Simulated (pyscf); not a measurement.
Elementary routes open to [H₃C–In–OH]• in the gas phase (doublet surface):
A. •H₂C–InH–OH (C–H broken; H–In formed)
B. H₃C–InH–O• (H–O broken; H–In formed)

Optimised with ωB97X-D3(BJ)/def2-SVP in PySCF.

### Question
Rank the routes by free-energy barrier at 298 K, lowest first, for ωB97M-D3(BJ)/def2-TZVP energies (ideal gas, 1 atm, RRHO with modes under 100 cm⁻¹ raised to 100, one conformer, R ln 2 for chiral ones without a mode under 150 cm⁻¹).

### Answer
B (62.6 kcal/mol), A (72.3 kcal/mol)

Route B is the fastest of these, ahead of the next by 9.6 kcal/mol. The most stable products are those of A (ΔG = +31.9 kcal/mol), whose barrier is 9.6 kcal/mol higher: the kinetic and the thermodynamic product differ. At 1200 K B is still the fastest. Only these routes are compared; each barrier is that of the saddle found, and lower ones may exist. Elements past Kr carry the def2 core potentials, without spin-orbit coupling.
